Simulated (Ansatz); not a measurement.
Consider the substitution at a C–C bond: `N=C(F)C=O` + `OC[SiH2]S` → `O=COC[SiH2]S` + `N=CF`.

Gas-phase electronic energies from Ansatz, PBE0-D4/def2-TZVP geometries. CCSD(T)/CBS is the MP2 limit (def2-TZVPP, def2-QZVPP) plus CCSD(T) − MP2 in def2-TZVPP, frozen cores. This one scheme is used for every species. Each species was taken in one conformer, which may not be the lowest.

`N=C(F)C=O`:

Cartesian coordinates in Å:
```
N -0.532 -0.350 -1.256
C 0.154 -0.314 -0.213
F 1.150 -1.146 0.076
C -0.107 0.719 0.843
O 0.522 0.794 1.856
H -0.249 -1.100 -1.885
H -0.938 1.397 0.579
```

`OC[SiH2]S`:

Z-matrix (Å, degrees):
```
C
Si 1 1.886
O 1 1.420 2 107.3
H 1 1.100 2 109.2 3 121.3
H 1 1.098 2 109.0 3 -121.3
S 2 2.134 1 109.7 3 58.2
H 2 1.486 1 109.2 3 -64.7
H 2 1.486 1 110.1 3 175.0
H 3 0.960 1 109.0 2 -177.0
H 6 1.346 2 92.2 1 -48.3
```

`O=COC[SiH2]S`:

```xyz
12

O     1.026   -1.177   -1.999
C    -0.115   -1.471   -1.796
O    -0.767   -1.329   -0.643
C    -0.015   -0.765    0.445
Si   -0.193    1.118    0.493
S     1.261    1.796    1.909
H    -0.795   -1.911   -2.540
H     1.036   -1.048    0.356
H    -0.423   -1.209    1.353
H    -1.548    1.503    0.962
H     0.023    1.665   -0.869
H     0.510    2.827    2.329
```

`N=CF`:

Z-matrix (Å, degrees):
```
C
N 1 1.242
F 1 1.328 2 120.0
H 1 1.092 2 129.8 3 -180.0
H 2 1.016 1 110.6 3 -180.0
```

| species | CCSD/CBS(def2) energy (Eh) |
| --- | --- |
| `N=C(F)C=O` | -306.88854 |
| `OC[SiH2]S` | -803.67417 |
| `O=COC[SiH2]S` | -916.88298 |
| `N=CF` | -193.69821 |

Task: Work out ΔE.

Result: ΔE = (-916.88298) + (-193.69821) − (-306.88854) − (-803.67417) = -0.01848 Eh = -48.5 kJ/mol. CCSD(T)/CBS gives -50.4 kJ/mol.

Largest T1 diagnostic among the species: 0.015.
